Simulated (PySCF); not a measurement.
# A series of derivatives of COC=CCl

Parent skeleton `[CH3:1][O:2][CH:3]=[CH:4][Cl:5]`; one hydrogen on atom 3 is replaced by X. Hydrogens on one atom are averaged.

Theoretical values (PySCF 2.14.0 with density-fitted response routines): GFN2-xTB structure, shieldings: GIAO PBE0/pcSseg-1. Gas phase, non-relativistic, one averaged value for each set of equivalent atoms, single conformer.

Referencing at the same level of theory: TMS for ¹³C (σref 186.93), ¹H (σref 31.72); ¹⁷O (σref 336.08) vs H2O; HCl for ³⁵Cl (σref 949.78).

Task: Give δ (ppm) for X = CH2F, CHF2, CH2CF3.

Result: 
```csv
X,SMILES,C1,O2,C3,C4,Cl5,H(C1),H(C4)
CH2F,CO/C(=C/Cl)CF,58.4,97.8,161.6,114.9,129.7,3.99,5.89
CHF2,CO/C(=C/Cl)C(F)F,56.2,111.6,161.3,105.7,120.0,3.74,5.19
CH2CF3,CO/C(=C/Cl)CC(F)(F)F,56.5,124.3,160.4,105.9,142.4,3.74,5.26
```

Task: Which position responds most, and to which substituents?

Result: O2: from 97.8 ppm with CH2F to 124.3 ppm with CH2CF3.

Experimental scales use liquid or dissolved standards, which lie at an offset from isolated H2O (liquid H2O: subtract about 36 ppm).
